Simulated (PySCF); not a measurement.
# How methods differ on the excitation energy of Xe

Xe [Xe] (1S) → Xe [Kr] 4d10 5s1 5p6 6p1, s spin flipped, as a difference of total energies. Calculation: PySCF 2.14, in aug-cc-pwCVTZ-DK3 with one added diffuse shell each of s, p, d, f type (11s10p8d5f1g, 125 functions); scalar relativity by spin-free X2C-1e. Correlated levels: valence: [Kr] 4d10 frozen; valence and next inner shell: [Ar] 3d10 frozen. The calculations carry no spin-orbit coupling.

```tsv
method	excitation energy (cm⁻¹)
UHF	194620
LDA	177850
PBE	175440
PBE0	182310
r2SCAN	181000
wB97M-V	185910
BHandHLYP	188670
wB97X	186420
MP2 (valence)	186510
SCS-MP2 (valence)	182900
MP2 (valence and next inner shell)	182430
SCS-MP2 (valence and next inner shell)	179300
```

The upper determinant mixes two multiplicities, so it lies between the two terms.

The upper state lies above the first ionisation limit, where it may autoionise and the basis confines it. A Rydberg-like electron needs more diffuse functions than a valence basis has.

The promoted electron is Rydberg-like, and one or two diffuse shells describe it only roughly, which tends to raise the upper state.
